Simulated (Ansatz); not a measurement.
Sr₂S₃, relaxed as a triplet with UKS B3LYP-D4/def2-SVP in Ansatz, starting from the B3LYP-D4/def2-SVP geometry of the neutral singlet. Force threshold 0.02 eV/Å.

In the def2 sets Sr takes a core potential; there is no spin–orbit coupling. At B3LYP-D4/def2-SVP a singlet of charge 0 lies 1.99 eV below the triplet, each at its own geometry. The structure comes from a short search, and lower isomers may exist.

Start:

```xyz
5

Sr    0.5148    1.6788    0.5368
Sr   -1.1544   -1.2850   -0.6227
S    -2.0110    1.2386   -0.2716
S     1.0356   -1.0589    1.2169
S     1.6150   -0.5734   -0.8593
```

```csv
step,energy (eV),largest force component (eV/Å),SCF passes
1,-34173.0824,1.645,27
2,-34173.4033,0.449,28
3,-34173.4593,0.158,30
4,-34173.4698,0.065,30
5,-34173.4712,0.021,31
6,-34173.4716,0.007,32
7,-34173.4719,0.016,32
8,-34173.4729,0.020,31
9,-34173.4768,0.035,33
10,-34173.4903,0.090,31
11,-34173.4945,0.070,33
12,-34173.5104,0.099,30
13 (rejected),-34173.5050,0.224,26
14,-34173.5179,0.026,29
15,-34173.5182,0.033,32
16,-34173.5185,0.002,31
```

Force components are those of the run's own axes.

End:

Cartesian coordinates in Å:
```
Sr 0.603 1.810 0.909
Sr -1.316 -1.598 -0.424
S -1.628 1.164 -0.633
S 1.097 -1.044 1.089
S 1.244 -0.332 -0.942
```

By distances, no bond broke or formed. The bond that changes most is Sr2–S3, from 2.69 to 2.79 Å (atoms count from 1).

The force fell under the threshold at step 6, but the optimiser went on and released 0.047 eV more. No frequencies were taken in this run, so the end may be a saddle point.

Run time 42 s (4 threads of Arm Neoverse V2 on a shared host).
